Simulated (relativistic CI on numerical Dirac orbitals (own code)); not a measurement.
## Sensitivity of the levels of Br16+ to α and to the nuclear radius

Computed by Dirac-Coulomb-Breit CI, separate exchange-only KLI orbitals for each configuration, derivatives by finite differences, unscaled Slater integrals, QED left out (own radial code, finite nucleus).

Configuration list (outside the closed core [Ne]): 3s²3p⁶3d, 3s²3p⁵3d², 3s3p⁶3d², 3s²3p⁶4s, 3s²3p⁶4p, 3p⁶3d³, 3p⁵3d⁴. Double excitations out of closed p, d and f shells are left out; levels of such configurations are missing from the list, as are those of other unlisted configurations, and high levels can miss mixing partners.

With x = (α/α₀)² − 1 an excitation energy changes as ω = ω₀ + qx; K = 2q/ω₀ is the relative enhancement. Terms are leading LS components, so labels can repeat. The field-shift factor is F = δν/δ⟨r²⟩ for the transition from the lowest level.

Lowest level 3s²3p⁶3d ²D3/2.

| Level | ω₀ (cm⁻¹) | q (cm⁻¹) | K | F (GHz/fm²) |
| --- | --- | --- | --- | --- |
| 3s²3p⁶3d ²D5/2 | 13121 | 13030 | 1.99 | 0.0594 |
| 3s²3p⁵3d² ⁴D°1/2 | 676302 | 15950 | 0.0472 | 0.853 |
| 3s²3p⁵3d² ⁴D°3/2 | 680763 | 18940 | 0.0557 | 0.864 |
| 3s²3p⁵3d² ⁴D°5/2 | 688494 | 24980 | 0.0726 | 0.886 |
| 3s²3p⁵3d² ⁴D°7/2 | 699623 | 33180 | 0.0949 | 0.894 |
| 3s²3p⁵3d² ⁴G°9/2 | 720161 | 21510 | 0.0597 | 0.952 |
| 3s²3p⁵3d² ⁴G°11/2 | 720719 | 27250 | 0.0756 | 1 |
| 3s²3p⁵3d² ⁴G°7/2 | 723436 | 19680 | 0.0544 | 0.88 |
| 3s²3p⁵3d² ⁴G°5/2 | 725169 | 13810 | 0.0381 | 0.906 |
| 3s²3p⁵3d² ⁴P°5/2 | 732577 | 26870 | 0.0734 | 0.935 |
| 3s²3p⁵3d² ⁴P°3/2 | 740168 | 23350 | 0.0631 | 0.912 |
| 3s²3p⁵3d² ⁴F°3/2 | 742334 | 25120 | 0.0677 | 0.864 |
| 3s²3p⁵3d² ⁴P°1/2 | 752605 | 39120 | 0.104 | 0.831 |
| 3s²3p⁵3d² ²D°5/2 | 755078 | 33080 | 0.0876 | 0.975 |
| 3s²3p⁵3d² ⁴F°7/2 | 756181 | 24770 | 0.0655 | 0.937 |
| 3s²3p⁵3d² ⁴F°9/2 | 756533 | 33790 | 0.0893 | 0.994 |
| 3s²3p⁵3d² ²F°5/2 | 769811 | 45880 | 0.119 | 0.804 |
| 3s²3p⁵3d² ⁴F°3/2 | 771216 | 41050 | 0.106 | 0.836 |
| 3s²3p⁵3d² ²F°7/2 | 778201 | 38700 | 0.0995 | 0.912 |
| 3s²3p⁵3d² ⁴G°5/2 | 779323 | 66140 | 0.17 | 0.595 |
| 3s²3p⁵3d² ²H°11/2 | 781181 | 21290 | 0.0545 | 1.04 |
| 3s²3p⁵3d² ²P°1/2 | 781845 | 37640 | 0.0963 | 0.997 |
| 3s²3p⁵3d² ²F°7/2 | 783686 | 25340 | 0.0647 | 1.01 |

At this charge energies of transitions that change n are usually good to better than 1 %, and those within a shell (Δn = 0) to a few per cent.
